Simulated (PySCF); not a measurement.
Excited states of `CB(C)C1=CC=C([O-])B1`, [C$_{6}$H$_{9}$B$_{2}$O]-, charge -1

Level of theory: TDDFT CAM-B3LYP/def2-SVPD excited states, vertical, gas phase (PySCF 2.14.0). Geometry: GFN2-xTB.

Input:
```
{"job": {"kind": "states", "xc": "CAM-B3LYP", "basis": "def2-SVPD", "tpa": true, "nstates": 6, "nquad": 5, "ntriplets": 0}, "charge": -1, "multiplicity": 1}
C     -1.978784    -1.230280    -0.057385
B     -1.085904     0.114315    -0.030413
C     -1.882528     1.512867     0.000402
C      0.410726     0.080098    -0.009929
C      1.168082    -1.143339    -0.036855
C      2.528309    -1.009432     0.004527
C      2.886052     0.383459     0.067397
O      4.045216     0.828931     0.114281
B      1.446028     1.178608     0.059540
H     -3.051410    -1.039073    -0.133248
H     -1.710310    -1.876486    -0.894772
H     -1.824639    -1.820739     0.847924
H     -1.748783     2.010093     0.961783
H     -2.958291     1.409916    -0.159350
H     -1.504977     2.203166    -0.752949
H      0.688425    -2.117893    -0.088523
H      3.239507    -1.826091    -0.010955
H      1.324521     2.348197     0.106868
```
Coordinates are in Å.

Command: `OMP_NUM_THREADS=1 python excited_run.py task.json out`

What does the run print?

H and L stand for HOMO and LUMO.
```
coarse grid: 15360 points
cycle   1  E = -358.2855243570  dE =  1.333e+00  |g| = 9.095e-01  |ddm| = 1.043e+01
cycle   2  E = -358.0795414458  dE =  2.060e-01  |g| = 1.423e+00  |ddm| = 3.834e+00
cycle   3  E = -358.4792129115  dE = -3.997e-01  |g| = 2.256e-01  |ddm| = 2.323e+00
cycle   4  E = -358.4910506726  dE = -1.184e-02  |g| = 6.409e-02  |ddm| = 5.469e-01
cycle   5  E = -358.4921616598  dE = -1.111e-03  |g| = 1.988e-02  |ddm| = 1.778e-01
cycle   6  E = -358.4923055271  dE = -1.439e-04  |g| = 8.329e-03  |ddm| = 6.094e-02
cycle   7  E = -358.4923573637  dE = -5.184e-05  |g| = 3.307e-03  |ddm| = 3.654e-02
cycle   8  E = -358.4923791582  dE = -2.179e-05  |g| = 2.147e-03  |ddm| = 2.292e-02
cycle   9  E = -358.4923851630  dE = -6.005e-06  |g| = 5.412e-04  |ddm| = 1.552e-02
final grid: 149224 points
cycle  10  E = -358.5702525625  dE = -4.817e-05  |g| = 4.223e-03  |ddm| = 1.894e-01
cycle  11  E = -358.5702523968  dE =  1.657e-07  |g| = 4.572e-03  |ddm| = 2.590e-02
cycle  12  E = -358.5702570291  dE = -4.632e-06  |g| = 1.164e-03  |ddm| = 9.129e-03
cycle  13  E = -358.5702572880  dE = -2.589e-07  |g| = 2.076e-04  |ddm| = 1.686e-03
cycle  14  E = -358.5702573030  dE = -1.498e-08  |g| = 5.188e-05  |ddm| = 1.044e-03
cycle  15  E = -358.5702573048  dE = -1.839e-09  |g| = 2.873e-05  |ddm| = 2.493e-04
cycle  16  E = -358.5702573058  dE = -9.552e-10  |g| = 1.461e-05  |ddm| = 1.454e-04
converged SCF energy = -358.5702573058

Singlet excitations
state   eV       nm        f     d(h-e)  d(exc)  Lambda  PR(NTO)  |dmu|/D   mu/D   delta(TPA)   sigma/GM   main configurations
  1   2.1385   579.8   0.01145   1.123   2.900   0.572   1.040    3.400    7.266      146.75      0.246   H->L 0.99
  2   2.3943   517.8   0.00008   0.765   2.533   0.515   1.015    1.635    2.466        0.26      0.001   H-1->L 0.97
  3   4.0872   303.3   0.00469   1.808   4.546   0.223   1.010    6.824    3.752      109.75      0.672   H->L+1 0.92
  4   4.6017   269.4   0.39248   1.100   3.305   0.645   1.133    2.923    2.838     7953.89     61.705   H->L+3 0.94
  5   4.8809   254.0   0.00039   1.055   2.911   0.364   1.134    2.946    6.703       30.68      0.268   H-2->L 0.69, H-4->L 0.11, H-5->L 0.10
  6   4.9537   250.3   0.00227   0.837   4.765   0.250   1.015                                            H->L+2 0.89
```

For a gas-phase anion, states above the detachment energy (about 2.3 eV, taken as minus the energy of the highest occupied orbital) lie in the continuum and depend on the basis.

It took 61 s wall time on 1 thread of an AMD EPYC 7B13, shared host, peak memory 1.2 GiB.
